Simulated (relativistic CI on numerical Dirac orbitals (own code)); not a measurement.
**One change at a time: Kr²⁺**

Base calculation: Dirac-Coulomb-Breit CI, orbitals from a KLI potential per configuration, model QED, valence Slater integrals scaled by 0.85, P86 correlation energy added to each configuration.

Configurations in the expansion (outside the closed core [Ar] 3d10): 4s²4p⁴, 4s4p⁵, 4s²4p³4d, 4p⁶, 4s²4p³4f, 4s²4p³5s, 4s4p⁴4d, 4s²4p³5p, 4s²4p³6s, 4s²4p³5d, 4s4p⁴4f, 4s²4p³6p, 4s²4p³6d, 4s²4p³5f, 4s²4p²4d², 4s²4p4d³, 4s²4p4d²4f, 4s²4p4d²5s, 4s4p²4d³, 4s²4p4d²5p. Double excitations out of closed p, d and f shells are left out; levels of such configurations are missing from the list, as are those of other unlisted configurations, and high levels can miss mixing partners. These lack a partner that the ground configuration has and come out too high: 4s²4p³6s, 4s²4p³5d, 4s4p⁴4f, 4s²4p³6p, 4s²4p³6d.

Variants: (1) Slater integrals left unscaled; (2) valence Slater integrals scaled by 0.75; (3) Breit term removed; (4) non-relativistic limit. Shifts of the energy above 4s²4p⁴ ³P2, in cm⁻¹, for the lowest level and the first level of each name with at least 55 % of one term (blank where a level changes its place among those of its configuration and J or its character, or is not in the variant):

| Level | Base | Δ(1) | Δ(2) | Δ(3) | Δ(4) | Measured |
| --- | --- | --- | --- | --- | --- | --- |
| 4s²4p⁴ ³P2 | 0.0 | 0.0 | 0.0 | 0.0 | 0.0 | 0.0 |
| 4s²4p⁴ ³P1 | 4438.4 | -96.7 | +73.4 | +94.9 | -4438.4 | 4548.4 |
| 4s²4p⁴ ³P0 | 5116.4 | +72.3 | -81.1 | +82.0 | -5116.4 | 5312.9 |
| 4s²4p⁴ ¹D2 | 14821.1 | +1818.1 | -1204.2 | +87.3 | -3081.4 | 14644.3 |
| 4s²4p⁴ ¹S0 | 30709.2 | +3464.9 | -2459.7 | +129.0 | -4032.2 | 33079.6 |
| 4s4p⁵ ³P°2 | 124009.4 | -3144.9 | +2231.8 | +57.5 | -6791.3 | 115930.9 |
| 4s4p⁵ ³P°1 | 127410.2 | -3108.9 | +2203.1 | +120.2 | -10192.2 | 119380.2 |
| 4s4p⁵ ³P°0 | 129533.4 | -3139.9 | +2231.0 | +165.6 | -12315.4 | 121543.0 |
| 4s²4p³4d ⁵D°3 | 144916.8 | -1828.1 | +1366.2 | +187.7 | -3620.7 | 138492.5 |
| 4s²4p³4d ⁵D°0 | 144923.0 | -1852.1 | +1384.9 | +175.0 | -3626.9 | 138446.7 |
| 4s²4p³4d ⁵D°2 | 144931.6 | -1846.6 | +1381.9 | +182.5 | -3635.4 | 138480.6 |
| 4s²4p³4d ⁵D°1 | 144937.6 | -1854.6 | +1387.9 | +178.6 | -3641.4 | 138471.0 |
| 4s²4p³4d ⁵D°4 | 145010.0 | -1826.1 | +1366.9 | +200.2 | -3713.9 | 138649.1 |
| 4s²4p³4d ¹P°1 | 149381.9 | -239.9 | +281.8 | +154.4 | -6841.8 |  |
| 4s²4p³5s ⁵S°2 | 153130.9 | -536.1 | +491.6 | +126.5 | -331.9 | 145718.9 |
| 4s²4p³4d ³D°2 | 155933.1 | +525.3 | -211.6 | +150.7 | -2586.5 | 147804.5 |
| 4s²4p³4d ³D°3 | 156927.0 | +368.0 | -74.8 | +197.2 | -3580.5 | 148735.3 |
| 4s²4p³4d ³D°1 | 157321.7 | +335.3 | -54.9 | +204.5 | -3975.1 | 149071.9 |
| 4s²4p³5s ³S°1 | 159443.7 | +645.5 | -298.7 | +129.4 | -377.0 | 151580.2 |
| 4s²4p³4d ³F°2 | 161152.5 | +1081.0 | -546.3 | +172.9 | -2614.5 | 153563.2 |
| 4s²4p³4d ³F°3 | 162246.0 | +1141.6 | -598.7 | +195.8 | -3707.9 | 154699.9 |
| 4s²4p³4d ³F°4 | 163573.4 | +1200.5 | -647.9 | +227.0 | -5035.4 | 156082.0 |

Correlation outside the listed configurations is missing or only estimated: errors of thousands of cm⁻¹ between configurations and terms are usual at this charge. Rates and lifetimes follow the computed energies and can be off by large factors. The fine structure of a lone outer electron comes out too small, for d and f at times inverted, and misplaced configurations move strength between like terms. 60 of the 69 excited levels that our extract of the measured tables holds in this range could be paired (the sources list more); they are missed by 7166 cm⁻¹ on average and 10861 at most, and levels without a partner can miss by more.

Measured levels: Saloman, J. Phys. Chem. Ref. Data 36, 215 (2007).

Ionisation energy from the two ground configurations alone: base 35.89 eV; Slater integrals left unscaled 35.61 eV; valence Slater integrals scaled by 0.75 36.08 eV; Breit term removed 35.91 eV. The NIST ASD value (measured) is 35.838 eV.

LS names give the leading component of a level, which can be under half, so a name can repeat, a term be missing and a line seem to break the LS rules.
